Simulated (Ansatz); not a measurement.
A nudged elastic band was laid between two geometries of ClGaH2O (5 atoms, charge 0, multiplicity 1).

Computed with Ansatz, RKS revPBE-D4/def2-SVP.

| Item | Value |
| --- | --- |
| movable images | 9 |
| climbing image | yes |
| spring | 5.0 eV/Å² |
| optimiser | quadratic models (default) |
| start path | through a guess of the saddle point |
| force threshold | 0.5 eV/Å |
| iteration limit | 60 |
| end points | relaxed |

Image 0:

```xyz
5
Properties=species:S:1:pos:R:3
Ga 0.274 -0.119 0.362
H 0.044 -0.124 1.912
Cl 2.248 0.138 -0.490
O -0.984 -0.313 -0.917
H -1.875 -0.429 -0.534
```

Image 10:

```xyz
5
Properties=species:S:1:pos:R:3
Ga -1.212 -0.347 0.940
H 1.931 0.140 1.525
Cl 2.084 0.141 0.235
O -1.829 -0.431 -0.787
H -1.267 -0.350 -1.579
```

Q: What changes between the two ends?

A: Bonds broken: Ga1–H2, Ga1–Cl3. Bonds formed: H2–Cl3. ClGaH2O becomes ClH + GaHO.

Q: Give the energies along the band, and the barrier.

A: It converged. The highest image is number 3 of 0 to 10, 183.6 kJ/mol above the first end and 80.7 kJ/mol above the last; the last end lies 103.0 kJ/mol above the first. The threshold of 0.5 eV/Å is loose, so the images may lie well off the minimum-energy path. The profile has 2 maxima (images 3, 7) with wells between them (image 6): this band takes more than one step, which may be the mechanism or a detour left from its start path. The order of the stationary point at the top wasn't checked. The orbitals stay closed-shell, which can raise the energy where a bond breaks towards radicals; this wasn't checked here.

```tsv
image	path coordinate (Å)	energy (kJ/mol)	Ga1–H2 (Å)	Ga1–Cl3 (Å)	H2–Cl3 (Å)
0	0.00	0.0	1.57	2.17	3.27
1	0.50	23.5	1.55	2.18	2.86
2	0.99	105.0	1.54	2.27	2.34
3	1.49	183.6	1.62	2.50	1.85
4	1.99	138.0	1.98	2.80	1.40
5	2.48	109.5	2.41	3.26	1.31
6	2.98	108.2	2.74	3.39	1.30
7	3.52	112.9	2.92	3.10	1.30
8	4.13	108.3	3.43	3.19	1.29
9	4.76	105.6	3.22	3.41	1.30
10	5.39	103.0	3.23	3.41	1.30
```

Q: What is the geometry of the highest image?

A: 
```xyz
5
Properties=species:S:1:pos:R:3
Ga -0.258 -0.166 0.583
H 1.047 0.021 1.522
Cl 2.176 0.109 0.066
O -1.148 -0.352 -0.978
H -2.111 -0.458 -0.859
```

Run time: 2.8 min on 1 thread of Arm Neoverse V2, with other jobs on the host, peak memory 0.13 GiB.
